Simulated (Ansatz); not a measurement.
The lowest singlet and triplet of F2Si (SMILES F[Si]F); geometries from B3LYP-D3(BJ)/def2-TZVP, each state relaxed from the structure named, with no frequency check.
Singlet at the triplet's geometry (charge 0, multiplicity 1):
```json
[
 {"atom": "F", "x (Å)": "-1.3456", "y (Å)": "-0.3843", "z (Å)": "0.0000"},
 {"atom": "Si", "x (Å)": "-0.0004", "y (Å)": "0.4926", "z (Å)": "0.0000"},
 {"atom": "F", "x (Å)": "1.3463", "y (Å)": "-0.3819", "z (Å)": "0.0000"}
]
```

A positive gap puts the triplet lower; no zero-point energy. R- takes a restricted singlet. U- takes an unrestricted singlet (broken symmetry where lower, unprojected). The triplet is unrestricted in single-reference levels. Active spaces average the two states.

Frozen-core correlation.

Run with Ansatz (a program for electronic structure). Values without a source in brackets are computed.

```
level                                       gap E(singlet) − E(triplet), vertical, at the triplet's geometry (kcal/mol)
------------------------------------------  ---------------------------------------------------------------------------
R-r2SCAN/def2-TZVPP                                                                                              -59.93
R-B3LYP/def2-TZVPP                                                                                               -70.00
U-B2PLYP/def2-TZVPP                                                                                              -69.60
R-SCS-MP2/cc-pV(D+d)Z                                                                                            -68.38
U-SCS-MP2/cc-pV(T+d)Z (spin-contaminated)                                                                        -66.79
R-CCSD/cc-pV(T+d)Z                                                                                               -68.88
SA-CASSCF(2,2)/cc-pV(D+d)Z                                                                                          [?]
SC-NEVPT2 on SA-CASSCF(2,2)/cc-pV(D+d)Z                                                                          -67.74
FIC-MRCISD+Q on SA-CASSCF(2,2)/cc-pV(Q+d)Z                                                                       -68.51
```

Q: Fill in the missing entries.

A: 
- SA-CASSCF(2,2)/cc-pV(D+d)Z, gap E(singlet) − E(triplet), vertical, at the triplet's geometry (kcal/mol): -62.05

Doubts at one or more of the structures used: a restricted determinant that unrestricted orbitals would lower (R-SCS-MP2/cc-pV(D+d)Z, R-CCSD/cc-pV(T+d)Z).
